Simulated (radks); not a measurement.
Values are calculated unless marked as measured or tabulated.
Task: Tc+, 42 electrons, occupied as [Kr] 4d5 5s1 (the NIST ground configuration). Level of theory: scalar-relativistic Kohn-Sham, LDA (Slater exchange, Perdew-Wang correlation), spin-polarised, spherical densities, point nucleus; open shells are filled with parallel spins first (spin-orbit coupling, left out, can overturn this in heavy ions) (a radial shooting solver on a logarithmic mesh with Libxc functionals). Some entries of the table are withheld. Estimate them.

orbital  occ.  eigenvalue (eV)  <r^2> (bohr^2)  <1/r> (bohr^-1)
1s up       1        -20847.49        0.001589            44.66
1s down     1        -20847.46        0.001589            44.66
2s up       1        -2981.378         0.02644            10.07
2s down     1        -2980.746         0.02643            10.07
2p up       3        -2670.952         0.02079            9.789
2p down     3        -2670.455         0.02078            9.789
3s up       1        -524.7327          0.1985            3.474
3s down     1        -524.2647          0.1983            3.474
3p up       3        -422.8787          0.2024            3.309
3p down     3        -422.3702          0.2021            3.309
3d up       5        -257.5419          0.1916            3.080
3d down     5        -256.8695          0.1912            3.081
4s up       1         -81.9454           1.272            1.293
4s down     1         -78.8749           1.259            1.302
4p up       3              (1)           1.581            1.150
4p down     3              (2)           1.565            1.158
4d up       5              (3)           3.333           0.8057
5s up       1         -12.4314           9.788           0.4362
4d down     0              (4)           3.536           0.7985
5s down     0          -9.9915           11.27           0.4063

Result: 
(1) 4p up eigenvalue (eV): -54.0548
(2) 4p down eigenvalue (eV): -50.7758
(3) 4d up eigenvalue (eV): -15.3975
(4) 4d down eigenvalue (eV): -11.9392
